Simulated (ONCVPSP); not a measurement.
# Ranking ONCV potentials for Zr (Z = 40)

All share these settings but for the change named:

```
Element                 : Zr
Generator               : ONCVPSP 4.0.1
Type                    : optimised norm-conserving Vanderbilt (ONCV)
Functional              : PBEsol
Relativity              : fully relativistic
Frozen core             : [Ar] 3d10
Valence charge          : 12
Reference configuration : 4s2 4p6 4d2 5s1 5p1
Partial waves           : 4s+5s: rc 2.15 bohr, ncon 4, nbas 8, qcut 5.1 1/bohr, 2 projectors; 4p+5p: rc 1.80 bohr, ncon 5, nbas 8, qcut 9.2 1/bohr, 2 projectors; 4d: rc 2.30 bohr, ncon 4, nbas 9, qcut 6.9 1/bohr, 1 projector
Local potential         : polynomial inside 1.70 bohr (lpopt 5, dvloc0 4 Ha)
Core correction         : none
```

Open shells are filled in proportion to 2j + 1.

Cutoff: the first of the cutoffs (Ha) at which the residual kinetic energy of the hardest occupied pseudo-wave falls to 1 and 0.1 mHa per electron; the density cutoff is not measured.

The base gives 26 Ha.

Of 10 variants that were run, those that failed, showed a ghost or another fault, or gave nearly equal values are left out.

A variant can come out equal or close to the base.

Q: Rank these variants from softest to hardest (loose cutoff).
A. all radii scaled by about 1.15 (s 2.46, p 2.06, d 2.64 bohr); local potential polynomial inside 1.94 bohr (lpopt 5, dvloc0 4 Ha)
B. s: qcut 6.3; p: qcut 11.3; d: qcut 8.5
C. d: ncon 3, nbas 8

A: A (23 Ha), C (26 Ha), B (34 Ha).
